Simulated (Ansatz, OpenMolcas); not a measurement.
## How basis sets differ on CH7AlOSi (SMILES [CH3][AlH][O][SiH3])

CH7AlOSi: 11 atoms, total charge 0, spin state singlet. SMILES: `[CH3][AlH][O][SiH3]`. The shape is that of a PBE0-D4/def2-TZVP optimisation. This is one conformer, not always the lowest.

```csv
atom,x (Å),y (Å),z (Å)
C,-1.5161,1.5368,-0.4274
Al,-1.1482,-0.1719,0.4194
O,0.4075,-0.8233,0.3504
Si,1.9607,-1.2208,0.1134
H,-0.7966,1.7742,-1.2149
H,-1.4670,2.3454,0.3109
H,-2.5216,1.5665,-0.8570
H,-2.2265,-1.0181,1.2097
H,2.7315,-1.0466,1.3740
H,2.5735,-0.3599,-0.9363
H,2.0681,-2.6394,-0.3215
```

Quantity: the dipole moment, in D. The values are calculated.

| level | kind | program | value (D) | CPU time |
| --- | --- | --- | --- | --- |
| HF/ANO-RCC-MB (DKH2) | Hartree–Fock | OpenMolcas | 0.64 | 6.6 s |
| HF/ANO-S-MB | Hartree–Fock | OpenMolcas | 0.43 | 1.7 s |
| HF/STO-3G | Hartree–Fock | OpenMolcas | 0.40 | 1.4 s |
| HF/3-21G | Hartree–Fock | OpenMolcas | 0.92 | 2 s |
| HF/cc-pVDZ | Hartree–Fock | OpenMolcas | 1.13 | 8.4 s |
| HF/cc-pVTZ | Hartree–Fock | Ansatz | 1.08 | 16 s |

The values span 0.40 to 1.13 D. Magnitudes only. Sets without polarisation functions give poor dipoles. Times are those of the runs behind each value, whatever else they computed, on shared processors of several kinds: orders of magnitude only.
